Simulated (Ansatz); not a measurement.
C6H5Cl3Ti, SMILES `[Cl][Ti]([Cl])([Cl])[c]1ccccc1`. The species carries charge 0 and has multiplicity 1. Correlated methods include outer-core shells of Ti, which these sets cover unevenly. Scalar relativity is left out up to krypton.

| atom | x (Å) | y (Å) | z (Å) |
| --- | --- | --- | --- |
| Cl1 | 1.433 | 2.328 | 2.681 |
| Ti2 | 1.910 | 0.489 | 1.609 |
| Cl3 | 3.632 | 0.725 | 0.298 |
| Cl4 | 2.120 | -1.222 | 2.945 |
| C5 | 0.360 | 0.098 | 0.382 |
| C6 | 0.074 | -1.217 | 0.004 |
| C7 | -0.938 | -1.478 | -0.906 |
| C8 | -1.672 | -0.431 | -1.446 |
| C9 | -1.396 | 0.879 | -1.079 |
| C10 | -0.385 | 1.145 | -0.170 |
| H11 | 0.638 | -2.045 | 0.421 |
| H12 | -1.156 | -2.501 | -1.193 |
| H13 | -2.465 | -0.638 | -2.156 |
| H14 | -1.972 | 1.694 | -1.502 |
| H15 | -0.182 | 2.173 | 0.111 |

(1) Give the diagnostics of a CCSD(T)/def2-TZVPP run (frozen core, the Gaussian-basis code of Ansatz). (Estimate.)

Answers

(1) Computed: T1 = 0.0199, largest single amplitude 0.057, largest double 0.069, (T) share of the correlation energy 5.6 %, 13 CCSD cycles. The RHF solution is unstable towards an unrestricted one. T1 lies under the customary mark of 0.02 for closed shells.
